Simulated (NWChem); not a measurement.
Correlation energy of H₂Be

SMILES: [BeH2]
```xyz
3

Be     0.0000     0.0000     0.0000
H      0.0000     0.0000     1.3442
H      0.0000     0.0000    -1.3442
```
Charge 0, spin multiplicity 1.

Program: NWChem. Structure: optimised with PBE/def2-SVP, a minimum by its harmonic frequencies.

Basis set: def2-QZVP. Each correlation energy counts from its own Hartree-Fock reference.

The correlated methods keep 1 core orbital frozen. The structure started from a generated list of species. No row is a measurement; the coupled-cluster row has its own basis-set and correlation limits.

```
method        correlation energy (mHa)
------------  ------------------------
MP2                                ___
SCS-MP2                            ___
CR-CCSD[T]                       -78.5
CR-CCSD(T)                       -78.5
CCSD                               ___
CCSD+T(CCSD)                     -78.6
CCSD(T)                          -78.6
```

Some entries are withheld; supply them.


- MP2, correlation energy (mHa): -63.2
- SCS-MP2, correlation energy (mHa): -74.4
- CCSD, correlation energy (mHa): -78.0
